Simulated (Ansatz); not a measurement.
Consider the redistribution: `N[SiH2][GaH2]` + `O=C[SiH2]Cl` → `O=[CH][GaH2]` + `N[SiH2][SiH2]Cl`.

Computed with Ansatz on PBE0-D4/def2-TZVP structures; ΔE is electronic, products minus reactants. CBS: MP2 limit from def2 TZ/QZ plus the TZ coupled-cluster correction, frozen cores. Functionals use def2-TZVPP. B3LYP here is the variant with VWN-RPA as its local correlation; programs differ in this. For Ga outer-core shells are correlated without core-valence functions, which leaves a few kJ/mol of doubt a bond. Scalar relativity is left out up to krypton. Each species was taken in one conformer, which may not be the lowest.

Task: Is it downhill or uphill in electronic energy at CCSD(T)/CBS, and by how much? (Best estimate.)

Result: The calculation gave: Uphill: ΔE = +16.6 kJ/mol.

Task: What do these levels give: PBE-D4, B3LYP-D4, revPBE, RPA@PBE/def2-TZVPP, HF/def2-SVP, SCS-MP2/def2-QZVPP? (An estimate is asked.)

Result: Ansatz gave: PBE-D4 12.3, B3LYP-D4 14.9, revPBE 14.5, RPA@PBE/def2-TZVPP 15.8, HF/def2-SVP 19.4, SCS-MP2/def2-QZVPP 17.2 kJ/mol.

Largest T1 diagnostic among the species: 0.017.

Leaving LDA and LC-ωPBE aside and taking each functional with its dispersion term where it has one, the values, not all of them listed here, spread over 7.1 kJ/mol, from revPBE-D4 to ωB97M-V. From BLYP to BHLYP (50 % exact exchange), in def2-TZVPP and without D4, ΔE moves by +3.3 kJ/mol.
